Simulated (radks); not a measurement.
Values are calculated unless marked as measured or tabulated.
Question: Eu3+, 60 electrons, occupied as [Xe] 4f6. Code: a radial shooting solver on a logarithmic mesh with Libxc functionals. Model: Dirac Kohn-Sham, LDA (Slater exchange, Perdew-Zunger correlation), spin-unpolarised, spherical densities, point nucleus; open shells fill j = l - 1/2 first.

Spin-orbit splittings of the eigenvalues, e(l+1/2) - e(l-1/2), with zeta = 2 splitting/(2l+1) and mean radii in bohr:

| shell | occ. | splitting (eV) | zeta (eV) | <r> j=l-1/2 | <r> j=l+1/2 |
|---|---|---|---|---|---|
| 2p | 6 | 647.2 | 431.5 | 0.07910 | 0.08583 |
| 3p | 6 | 131.9 | 87.90 | 0.2390 | 0.2519 |
| 3d | 10 | 28.71 | 11.49 | 0.2237 | 0.2277 |
| 4p | 6 | ? | ? | 0.5784 | 0.6079 |
| 4d | 10 | 5.289 | 2.115 | 0.6461 | 0.6565 |
| 4f | 6 | 0.6791 | 0.1940 | 0.8731 | 0.8838 |
| 5p | 6 | 4.270 | 2.847 | 1.498 | 1.582 |

Estimate the 4p splitting.

Answer: 29.37 eV (zeta = 19.58 eV).
